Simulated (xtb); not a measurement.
CH5FN2Si2, SMILES F[Si@@H]1C=N[SiH2]N1. All values are semi-empirical tight-binding results from xtb (GFN2-xTB unless named), good for trends rather than for accurate numbers. Coordinates come from a GFN2-xTB optimisation. The structure was generated by enumeration; whether it is a known compound was not checked.

```json
{
 "orbital_gap": "2.08 eV",
 "dipole_moment": "2.04 D",
 "zero_point_energy": "40.1 kcal/mol",
 "G − E(el) at 298.15 K (modified RRHO)": "20.3 kcal/mol",
 "static polarisability (D4 model)": "81.3 bohr³",
 "solvation energy, GFN2-xTB/ALPB(water)": "-1.1 kcal/mol",
 "solvation energy, GFN2-xTB/ALPB(toluene)": "-2.4 kcal/mol"
}
```
